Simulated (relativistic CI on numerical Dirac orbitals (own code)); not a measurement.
Method of calculation: Dirac-Coulomb-Breit CI, separate exchange-only KLI orbitals for each configuration, a model potential for QED, unscaled Slater integrals (own radial code, finite nucleus).

The strongest absorption lines from the ground level of an ion, among the configurations computed and to levels below about 950 eV (vacuum wavelength in Å, gf): 13.100 (0.26), 16.568 (0.3), 16.660 (0.15), 16.753 (0.17), 16.754 (0.22), 17.223 (1.3), 146.70 (0.17), 178.42 (0.12).

Question: Which ion is it?
A. Ti XVIII
B. Cr XX
C. Ar XIV
D. Ti XVI

Answer: A. Ti XVIII has 5 electrons and the ground level 2s2 2p 2P°_1/2; the strongest line goes to 2s2 3d 2D_3/2. The pattern of lines fixes the number of electrons, and along that sequence the line energies rise steadily with the charge (about as its square where n changes within one kind of shell, about linearly where n is kept but much faster in heavy ions where fine structure, which grows about as Z⁴, sets the gap, and irregularly where shells cross), which fixes Z. Configurations outside the model, such as inner-shell arrays, can give stronger lines. At this charge energies of transitions that change n are usually good to better than 1 %, and those within a shell (Δn = 0) to a few per cent.

LS names give the leading component of a level, which can be under half, so a name can repeat, a term be missing and a line seem to break the LS rules.
